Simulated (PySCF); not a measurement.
## Ti (titanium, neutral) across methods

[Ar] 3d2 4s1 5s1, high-spin 5F determinant (an excited configuration). Computed with PySCF 2.14 in aug-cc-pVDZ (7s6p4d2f, 59 functions), with no relativity, point nucleus.

```csv
method,E (hartree),mean ε 3d α (eV),mean ε 4s α (eV),mean ε 5s α (eV),Σ⟨r²⟩ (bohr²),⟨S²⟩
PBE0,-849.007,-11.142,-8.172,-1.760,120.5,6.001
LDA,-847.129,-9.215,-7.688,-1.518,115.7,6.000
wB97X-V,-849.073,-13.512,-9.926,-2.286,123.0,6.001
PBE,-848.963,-9.301,-7.490,-1.530,118.8,6.000
r2SCAN,-849.164,-9.795,-7.661,-1.471,119.9,6.001
TPSSh,-849.219,-10.235,-7.675,-1.576,121.2,6.001
BHandHLYP,-849.200,-12.888,-8.726,-1.782,122.1,6.001
UHF,-848.28735,-16.122,-9.855,-2.190,126.1,6.002
```

**Question.** Estimate the same row for BLYP.

**Answer.** E (hartree) = -849.217; mean ε 3d α (eV) = -9.167; mean ε 4s α (eV) = -7.378; mean ε 5s α (eV) = -1.333; Σ⟨r²⟩ (bohr²) = 119.0; ⟨S²⟩ = 6.000.

The outer electron is Rydberg-like, and this basis confines it to a smaller radius and binds it less than a complete one would.
